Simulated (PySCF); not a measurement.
Ga(OH)2(OMe) (CH₅GaO₃), SMILES C[O][Ga]([OH])[OH].

Geometry: PBE0-D3(BJ)/def2-SVP. The structure was generated by enumeration; whether it is a known compound was not checked. One conformer was computed; it need not be the lowest.

Computed with IEF-PCM-ωB97X/def2-SVP run with PySCF.

The values are the electrostatic part of the solvation free energy, E(continuum) − E(gas) at the gas-phase geometry, in a cavity of scaled van der Waals radii (PySCF's table); cavitation and dispersion terms are not included. A continuum can't describe solvent molecules that bind to the metal. In vacuum the orbital gap is 11.75 eV. The dipole moment in vacuum is 0.19 D.

Computed values in water (ε = 78.36), 1-octanol (ε = 9.86), dimethylsulfoxide (ε = 46.83):
| solvent | ε | ΔG(elec) (kcal/mol) | dipole (D) | gap (eV) |
|---|---|---|---|---|
| water | 78.36 | -9.4 | 0.27 | 11.95 |
| 1-octanol | 9.86 | -8.1 | 0.25 | 11.92 |
| dimethylsulfoxide | 46.83 | -9.2 | 0.27 | 11.94 |
